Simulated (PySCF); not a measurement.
PySCF job for C2H5O, SMILES CC[O-], charge -1, PBE-D3(BJ)/def2-SVPD. Geometry: PBE-D3(BJ)/def2-SVPD.

```python
import numpy as np
from pyscf import gto, scf, dft, df
from pyscf.hessian import thermo

mol = gto.M(
    atom='''
    C    -0.20604016    1.18415473   -0.00000000
    C     0.48042678   -0.21798502   -0.00000000
    O    -0.36138596   -1.25334924    0.00000000
    H     0.54102168    2.01661598   -0.00000000
    H    -0.85548680    1.28327525   -0.89686705
    H    -0.85548678    1.28327525    0.89686706
    H     1.20735991   -0.17669540    0.89913648
    H     1.20735989   -0.17669540   -0.89913648
    ''',
    basis='def2-SVPD',
    charge=-1,
    spin=0,
    max_memory=1600,
    verbose=3,
)
mf = dft.RKS(mol, xc='pbe').density_fit(auxbasis='def2-universal-jkfit')
mf.disp = 'd3bj'
mf.grids.level = 3
mf.conv_tol = 1e-11
mf.max_cycle = 100
mf.kernel()

# [left out here: the lines that compute and print the analytic Hessian (its translational invariance restored by hand, since the grid's response is missing), thermochemistry and intensities]
```

It prints:

```
converged SCF energy = -154.140485868978

WARN: DFTD3 does not support analytical Hessian, using finite difference


WARN: Mole.unit (angstrom) is changed to Bohr

Mode                                 0                   1                   2
Irrep
Freq [cm^-1]                      269.2067            415.7943            743.2290
Reduced mass [au]                   1.1335              2.6778              1.0874
Force const [Dyne/A]                0.0484              0.2728              0.3539
Char temp [K]                     387.3286            598.2354           1069.3411
Normal mode                   x     y     z       x     y     z       x     y     z
       0   C                 0.00 -0.00 -0.00   -0.02 -0.12 -0.00   -0.00 -0.00  0.05
       1   C                 0.00 -0.00  0.07    0.11 -0.00 -0.00   -0.00  0.00  0.06
       2   O                -0.00  0.00 -0.06   -0.06  0.13  0.00    0.00  0.00 -0.02
       3   H                -0.00  0.00 -0.55   -0.25  0.10  0.00    0.00 -0.00 -0.17
       4   H                -0.35 -0.29  0.22   -0.06 -0.33  0.01    0.26 -0.37 -0.18
       5   H                 0.35  0.29  0.22   -0.06 -0.33 -0.01   -0.26  0.37 -0.18
       6   H                -0.10 -0.01  0.15    0.11 -0.06  0.00    0.31 -0.25 -0.20
       7   H                 0.10  0.01  0.15    0.11 -0.06 -0.00   -0.31  0.25 -0.20
Mode                                 3                   4                   5
Irrep
Freq [cm^-1]                      803.2704            996.1937           1109.9449
Reduced mass [au]                   2.0717              2.2439              1.7160
Force const [Dyne/A]                0.7876              1.3120              1.2456
Char temp [K]                    1155.7273           1433.3010           1596.9636
Normal mode                   x     y     z       x     y     z       x     y     z
       0   C                 0.01 -0.16 -0.00    0.14 -0.01 -0.00    0.00 -0.00 -0.10
       1   C                -0.08  0.09 -0.00   -0.10  0.13  0.00    0.00 -0.00  0.16
       2   O                 0.03  0.06  0.00   -0.01 -0.06 -0.00    0.00  0.00 -0.05
       3   H                 0.35 -0.47  0.00   -0.20  0.27  0.00    0.00 -0.00  0.17
       4   H                 0.08  0.06 -0.03    0.02 -0.35  0.04   -0.19  0.22  0.08
       5   H                 0.08  0.06  0.03    0.02 -0.35 -0.04    0.19 -0.22  0.08
       6   H                -0.04  0.18 -0.01   -0.11  0.05 -0.01    0.37  0.09 -0.15
       7   H                -0.04  0.18  0.01   -0.11  0.05  0.01   -0.37 -0.09 -0.15
Mode                                 6                   7                   8
Irrep
Freq [cm^-1]                     1199.3963           1207.1752           1251.9776
Reduced mass [au]                   3.5473              1.0828              1.3419
Force const [Dyne/A]                3.0066              0.9297              1.2393
Char temp [K]                    1725.6643           1736.8564           1801.3171
Normal mode                   x     y     z       x     y     z       x     y     z
       0   C                 0.01  0.04 -0.00   -0.00  0.00  0.07    0.07 -0.11  0.00
       1   C                -0.14 -0.11  0.00   -0.00 -0.00 -0.00   -0.05 -0.02 -0.00
       2   O                 0.11  0.11  0.00    0.00  0.00 -0.03    0.03  0.03 -0.00
       3   H                 0.04 -0.01  0.00    0.00 -0.00 -0.07   -0.41  0.35  0.00
       4   H                -0.03 -0.18  0.00    0.13 -0.14 -0.04   -0.11  0.42  0.16
       5   H                -0.03 -0.18 -0.00   -0.13  0.14 -0.04   -0.11  0.42 -0.16
       6   H                -0.11 -0.25  0.05    0.09  0.64 -0.04   -0.01 -0.02 -0.01
       7   H                -0.11 -0.25 -0.05   -0.09 -0.64 -0.04   -0.01 -0.02  0.01
Mode                                 9                  10                  11
Irrep
Freq [cm^-1]                     1312.0847           1365.2473           1379.3151
Reduced mass [au]                   1.3241              1.0453              1.0752
Force const [Dyne/A]                1.3431              1.1480              1.2052
Char temp [K]                    1887.7977           1964.2869           1984.5274
Normal mode                   x     y     z       x     y     z       x     y     z
       0   C                 0.04  0.02  0.00   -0.00 -0.00  0.05   -0.03 -0.03 -0.00
       1   C                -0.00 -0.14 -0.00    0.00 -0.00  0.02    0.06  0.01 -0.00
       2   O                -0.01  0.02  0.00    0.00  0.00 -0.00    0.01  0.00 -0.00
       3   H                -0.00  0.05  0.00   -0.00  0.00 -0.71   -0.12  0.09  0.00
       4   H                -0.06 -0.09  0.05    0.19  0.43 -0.05    0.26  0.06 -0.19
       5   H                -0.06 -0.09 -0.05   -0.19 -0.43 -0.05    0.26  0.06  0.19
       6   H                -0.11  0.58  0.09    0.03 -0.02 -0.01   -0.46 -0.06  0.35
       7   H                -0.11  0.58 -0.09   -0.03  0.02 -0.01   -0.46 -0.06 -0.35
Mode                                12                  13                  14
Irrep
Freq [cm^-1]                     1409.1510           2383.3941           2463.2510
Reduced mass [au]                   1.0926              1.0941              1.0447
Force const [Dyne/A]                1.2783              3.6618              3.7348
Char temp [K]                    2027.4545           3429.1735           3544.0698
Normal mode                   x     y     z       x     y     z       x     y     z
       0   C                -0.04 -0.01 -0.00   -0.00  0.00 -0.00    0.00  0.00  0.00
       1   C                -0.07 -0.03  0.00    0.00 -0.00 -0.08   -0.05  0.01 -0.00
       2   O                 0.01  0.01 -0.00    0.00  0.00  0.00   -0.01 -0.01  0.00
       3   H                -0.23  0.18  0.00   -0.00 -0.00 -0.00   -0.04 -0.02  0.00
       4   H                 0.45  0.01 -0.33   -0.02  0.01 -0.02    0.00  0.00  0.00
       5   H                 0.45  0.01  0.33    0.02 -0.01 -0.02    0.00  0.00 -0.00
       6   H                 0.23  0.11 -0.19    0.43 -0.03  0.52    0.39  0.01  0.57
       7   H                 0.23  0.11  0.19   -0.43  0.03  0.52    0.39  0.01 -0.57
Mode                                15                  16                  17
Irrep
Freq [cm^-1]                     2865.6292           2966.6328           2994.9661
Reduced mass [au]                   1.0413              1.0894              1.1027
Force const [Dyne/A]                5.0381              5.6491              5.8275
Char temp [K]                    4123.0024           4268.3241           4309.0894
Normal mode                   x     y     z       x     y     z       x     y     z
       0   C                -0.01 -0.05 -0.00   -0.08 -0.02  0.00    0.00  0.00  0.09
       1   C                -0.00  0.00 -0.00   -0.00 -0.00  0.00    0.00  0.00  0.00
       2   O                 0.00 -0.00 -0.00    0.00 -0.00  0.00   -0.00 -0.00 -0.00
       3   H                 0.57  0.60 -0.00    0.32  0.36  0.00   -0.00 -0.00  0.01
       4   H                -0.21  0.01 -0.30    0.32 -0.05  0.48   -0.40  0.05 -0.54
       5   H                -0.21  0.01  0.30    0.32 -0.05 -0.48    0.40 -0.05 -0.54
       6   H                 0.02 -0.00  0.02    0.01  0.00  0.01   -0.01 -0.00 -0.02
       7   H                 0.02 -0.00 -0.02    0.01  0.00 -0.01    0.01  0.00 -0.02
temperature 298.1500 [K]
pressure 101325.00 [Pa]
Rotational constants [GHz] 38.14421 9.54627 8.46726
Symmetry number 1
Zero-point energy (ZPE) 0.06182 [Eh]   162308.485 [J/mol]
                           tot       elec      trans        rot        vib
Entropy [J/mol/K]       262.914      0.000    156.238     92.764     13.912
Cv [J/mol/K]             51.196      0.000     12.472     12.472     26.252
Cp [J/mol/K]             59.510      0.000     20.786     12.472     26.252
Internal energy [J/mol]                      3718.434   3718.434 165120.501
Internal energy [Eh]   -154.07476  -154.14049
Enthalpy [J/mol]                             6197.391   3718.434 165120.501
Enthalpy [Eh]          -154.07382
Gibbs free energy [J/mol]                  -40385.038 -23939.186 160972.660
Gibbs free energy [Eh] -154.10367
mode   freq/cm-1   IR/(km/mol)
   1      269.21         0.749
   2      415.79         5.877
   3      743.23         1.424
   4      803.27        17.361
   5      996.19        69.241
   6     1109.94         0.517
   7     1199.40       244.066
   8     1207.18         8.295
   9     1251.98        11.096
  10     1312.08       117.715
  11     1365.25         1.327
  12     1379.32        41.292
  13     1409.15        18.125
  14     2383.39       543.001
  15     2463.25       653.951
  16     2865.63       157.074
  17     2966.63        95.739
  18     2994.97        75.488
max |gradient| / (hartree/bohr): 6.233059027657196e-05
APT charges: [ 0.0269  0.9708 -1.1058 -0.1229 -0.0699 -0.0699 -0.3146 -0.3146]
```

The run converged.
